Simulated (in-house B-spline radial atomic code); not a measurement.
# Ca⁸⁺: [Ne] 3s2

Computed with a B-spline radial code for spherical atoms: non-relativistic M06-L, spin-polarised, spherical fractional occupations, point nucleus.

Effective charges: Z_r = [3n² - l(l+1)]/(2<r>) from the radius, Z_e = n√(-2ε) from the energy, and Slater's rules. Values are occupation-weighted means over spin.

| shell | electrons | ε (eV) | <r> (bohr) | Z_r | Z_e | Slater |
| --- | --- | --- | --- | --- | --- | --- |
| 1s | 2 | -4118.2 | 0.07732 | 19.40 | 17.40 | 19.70 |
| 2s | 2 | -580.5 | 0.3618 | 16.58 | 13.06 | 15.85 |
| 2p | 6 | -502.1 | 0.3243 | 15.42 | 12.15 | 15.85 |
| 3s | 2 | -178.03 | 1.003 | 13.46 | 10.85 | 10.85 |

The least bound orbital is 3s at -178 eV, and it is also the most diffuse (<r> = 1.003 bohr).
